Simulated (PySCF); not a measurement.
C4H9ITe, SMILES I[Te]C(C)(C)C at its GFN2-xTB optimised geometry (Å):

```
15

Te    -0.2088    -1.9344     0.0000
I      2.4674    -1.9344     0.0000
C     -0.5106     0.2413     0.0000
C      0.0903     0.8650     1.2465
C      0.0820     0.8638    -1.2511
C     -2.0221     0.3911     0.0050
H     -0.1242     1.9344     1.2654
H      1.1724     0.7437     1.2680
H     -0.3277     0.4216     2.1499
H      1.1639     0.7423    -1.2796
H     -0.3420     0.4194    -2.1513
H     -0.1326     1.9331    -1.2697
H     -2.4674    -0.0673    -0.8773
H     -2.4614    -0.0660     0.8909
H     -2.2915     1.4474     0.0050
```

Computed with PySCF 2.14.0 with B3LYP/def2-TZVP, def2 effective core potentials past Kr. The core electrons that the potentials of I, Te replace are not part of the density. Cells within 0.4 Å of a nucleus heavier than hydrogen are left out (blank, or x).

Map of the deformation density (molecule minus spherical neutral atoms) (e/bohr³) on the plane z = 1.5 Å:

```
|111111111111111111111111111|
|111111111111111111111111111|
|111111111111111111111111111|
|111111111111111111111111111|
|111111111111111111111111111|
|111111111110000111111111111|
|111111111100000011111111111|
|111111111000231001111111111|
|111111110001693000011111111|
|111111100001582110011111111|
|1111110000003xx661001111111|
|1111100000016xx992001111111|
|111100000001441330001111111|
|111100000000100000011111111|
|111100000000000000111111111|
|111100000000000001111111111|
|111111001111110011111111111|
|111111111111111111111111111|
|111111111111111111111111111|
|111111111111211111111111111|
|111111111111111111111111111|
|111111111111111111111111111|
|111111111111111111111111111|
|111111111111111111111111111|
|111111111111111111111111111|
|111111111111111111111111111|
|111111111111111111111111111|
```
Scale: ten equal steps from -0.010 (start of '0') to 0.063 (end of '9'), in the order '0123456789'; x runs from -4.50 to 4.50, y from -4.50 (bottom) to 4.50 (top).
